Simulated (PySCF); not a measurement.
**Finite-field polarisability of Xe (xenon, neutral)**

[Xe], closed-shell 1S. All numbers are calculated (PySCF 2.14, the spin-free X2C one-electron Hamiltonian (Gaussian nucleus), in x2c-QZVPPall with one added diffuse shell each of s, p, d, f type (14s10p8d5f1g, 128 functions)). Frozen: [Kr] 4d10. Energy changes in a uniform field (μhartree):

```csv
axis,F (au),HF,MP2,CCSD,CCSD(T)
x,0.0027,-97.070,-99.329,-98.613,-99.217
x,0.0054,-388.394,-397.447,-394.579,-397.001
```

(1) Derive α along x at CCSD(T) from the two fields.

(2) And the mean polarisability at each level?

Answers

(1) With ΔE = −αF²/2 − γF⁴/24, α = −(16 ΔE(F) − ΔE(2F))/(6F²) = 27.22 bohr³.

(2) HF 26.63, MP2 27.25, CCSD 27.05, CCSD(T) 27.22 bohr³. Reference: 27.32 ± 0.2 bohr³ (recommended; Schwerdtfeger and Nagle, table of static dipole polarizabilities (2023 update)).
